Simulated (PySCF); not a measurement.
HLiO, SMILES [Li][OH].

Geometry optimised at r2SCAN-D4/def2-TZVPD. The isomer is the one that the SMILES or the coordinates give; other isomers of the formula were not compared.

Level of theory: PySCF with TDA-PBE/def2-TZVPD.

Vertical excitations; the highest root listed may be one member of a degenerate set. Gas-phase values at a fixed geometry. State labels are in the subgroup C2v.

Give excitation energies, oscillator strengths and character. (Estimate from the structure and the level; the computed values follow.)


| state | symmetry | energy (eV) | λ (nm) | f | main pairs |
|---|---|---|---|---|---|
| S1 | B1 | 3.32 | 373 | 0.025 | HOMO→LUMO (degenerate set) |
| S2 | B2 | 3.32 | 373 | 0.025 | HOMO−1→LUMO (degenerate set) |
| S3 | A1 | 4.97 | 249 | 0.000 | HOMO−1→LUMO+2, HOMO→LUMO+1 (degenerate set) |
| S4 | A2 | 4.97 | 249 | 0.000 | HOMO→LUMO+2, HOMO−1→LUMO+1 (degenerate set) |
| S5 | A2 | 5.02 | 247 | 0.000 | HOMO−1→LUMO+1 50 %, HOMO→LUMO+2 50 % |
| S6 | B1 | 5.16 | 240 | 0.049 | HOMO→LUMO+3 (degenerate set) |
| S7 | B2 | 5.16 | 240 | 0.049 | HOMO−1→LUMO+3 (degenerate set) |
| S8 | A1 | 5.38 | 231 | 0.041 | HOMO→LUMO+1 46 %, HOMO−1→LUMO+2 46 % |
| S9 | B1 | 6.19 | 200 | 0.002 | HOMO→LUMO+4 (degenerate set) |
| S10 | B2 | 6.19 | 200 | 0.002 | HOMO−1→LUMO+4 (degenerate set) |
| T1 | B1 | 3.24 | 383 | 0 | HOMO→LUMO (degenerate set) |
| T2 | B2 | 3.24 | 383 | 0 | HOMO−1→LUMO (degenerate set) |
| T3 | A1 | 4.72 | 263 | 0 | HOMO−1→LUMO+2 50 %, HOMO→LUMO+1 50 % |
| T4 | A1 | 4.85 | 256 | 0 | HOMO→LUMO+1 50 %, HOMO−1→LUMO+2 50 % |
Triplets are in the Tamm–Dancoff approximation.
